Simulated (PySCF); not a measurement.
**Variants of one PySCF input: BeS**

Base input, run as `python input.py` with PySCF 2.14:

```python
from pyscf import gto, scf
from pyscf.prop.polarizability import rhf as pol

mol = gto.M(
    atom='Be 0 0 0; S 0 0 1.809',
    basis='cc-pcvdz',
    charge=0,
    spin=0,
    symmetry=True,
    verbose=4,
)
mf = scf.RHF(mol)
mf.kernel()
print('polarizability (a.u.)')
print(pol.Polarizability(mf).polarizability().round(4))
mf.dip_moment()
print('orbital energies (hartree):', mf.mo_energy[..., max(0, mol.nelec[1]-3):mol.nelec[0]+3].round(4))
```

Base result: E(SCF) = -412.124617 Eh, 10 cycles, μz(SCF) = -6.35 D, α(xx, yy, zz) = 35.4, 35.4, 51.8 bohr³. Stability towards an unrestricted solution was not tested. The bond length is a typed value, not an optimised one.

Wall time 0.98 s on one thread of a shared host.

Each row names what differs from the base; energies in brackets are changes from the base.

| change | result |
| --- | --- |
| step after the SCF: polarizability → stability; point-group symmetry: on → off | E(SCF) = -412.124617 Eh (+0.0000 eV), 10 cycles, μz(SCF) = -6.35 D, internal stable; real -> complex stable; RHF/RKS -> UHF/UKS stable |
| PCM solvent, dielectric constant: none → 2.27; step after the SCF: polarizability → analyze | E(SCF) = -412.150090 Eh (-0.6932 eV), 10 cycles, μz(SCF) = -7.99 D |
| charge: 0 → -1; spin (2S): 0 → 1; SCF type: RHF → UHF [another spin of the ion may lie lower] [no diffuse functions for the anion] | E(SCF) = -412.204141 Eh (-2.1640 eV), 13 cycles, ⟨S²⟩ = 0.768, α(xx, yy, zz) = 41.5, 41.5, 57.6 bohr³ |
| DIIS space: default → off | E(SCF) = -412.124617 Eh (+0.0000 eV), 27 cycles, μz(SCF) = -6.35 D, α(xx, yy, zz) = 35.4, 35.4, 51.8 bohr³ |
| length unit: angstrom → bohr [unsound on purpose] | E(SCF) = -410.968606 Eh (+31.4567 eV), 10 cycles, μz(SCF) = -2.00 D, α(xx, yy, zz) = 17.9, 17.9, 35.9 bohr³ |
| PCM solvent, dielectric constant: none → 20.5; step after the SCF: polarizability → analyze | E(SCF) = -412.173889 Eh (-1.3408 eV), 10 cycles, μz(SCF) = -9.40 D |
| geometry: bond 1.809 → bond 2.261 | E(SCF) = -412.062636 Eh (+1.6866 eV), 10 cycles, μz(SCF) = -6.31 D, α(xx, yy, zz) = 49.3, 49.3, 92.2 bohr³ |
| spin (2S): 0 → 22 [unsound on purpose] [runs as restricted open-shell] | stops with AssertionError |
| geometry: bond 1.809 → bond 1.863 | E(SCF) = -412.120012 Eh (+0.1253 eV), 10 cycles, μz(SCF) = -6.48 D, α(xx, yy, zz) = 37.0, 37.0, 55.4 bohr³ |
| step after the SCF: polarizability → gradient | E(SCF) = -412.124617 Eh (+0.0000 eV), 10 cycles, μz(SCF) = -6.35 D, gradient on the second atom 0.0355 Eh/bohr |
| basis set: cc-pcvdz → 6-31g* | E(SCF) = -412.100872 Eh (+0.6461 eV), 9 cycles, μz(SCF) = -6.65 D, α(xx, yy, zz) = 30.0, 30.0, 53.9 bohr³ |
| spin (2S): 0 → 2; SCF type: RHF → UHF | not converged: SCF after 50 cycles |
| functional: none (Hartree–Fock) → hcth407; SCF type: RHF → RKS; step after the SCF: polarizability → analyze | E(SCF) = -412.956405 Eh, 11 cycles, μz(SCF) = -4.83 D |
| spin (2S): 0 → 1 [unsound on purpose] [runs as restricted open-shell] | stops with RuntimeError (Electron number 20 and spin 1 are not consistent) |
| step after the SCF: polarizability → tdhf; number of roots: default → 5 | not converged: TD-SCF states [1], E(SCF) = -412.124617 Eh (+0.0000 eV), 10 cycles, μz(SCF) = -6.35 D, first singlet excitations without spin–orbit coupling 1.48, 1.48, 3.86, 4.47, 4.69 eV |
| Cartesian functions: off → on | E(SCF) = -412.125050 Eh (-0.0118 eV), 10 cycles, μz(SCF) = -6.35 D, α(xx, yy, zz) = 35.5, 35.5, 51.8 bohr³ |
| basis set: cc-pcvdz → lanl2dz; core potential: off → on | E(SCF) = -24.482587 Eh, 9 cycles, μz(SCF) = -6.73 D, α(xx, yy, zz) = 31.5, 31.5, 50.9 bohr³ |
| basis set: cc-pcvdz → pcseg-2 | E(SCF) = -412.128588 Eh (-0.1081 eV), 10 cycles, μz(SCF) = -6.82 D, α(xx, yy, zz) = 36.4, 36.4, 56.1 bohr³ |
| step after the SCF: polarizability → optimize | E(SCF) = -412.124617 Eh (+0.0000 eV), 10 cycles, all at the start geometry; optimised bond 1.735 Å with E = -412.127257 Eh after 3 steps |
| charge: 0 → 1; spin (2S): 0 → 1; SCF type: RHF → UHF | not converged: SCF after 50 cycles |
| functional: none (Hartree–Fock) → b3lyp; SCF type: RHF → RKS; step after the SCF: polarizability → analyze | E(SCF) = -412.919851 Eh, 10 cycles, μz(SCF) = -5.01 D |

Question: Order these changes by how far they move the SCF energy from the base, largest first: (1) PCM solvent, dielectric constant: none → 2.27; step after the SCF: polarizability → analyze; (2) PCM solvent, dielectric constant: none → 20.5; step after the SCF: polarizability → analyze; (3) geometry: bond 1.809 → bond 1.863; (4) geometry: bond 1.809 → bond 2.261.

Answer: (4) +1.6866 eV, (2) -1.3408 eV, (1) -0.6932 eV, (3) +0.1253 eV.
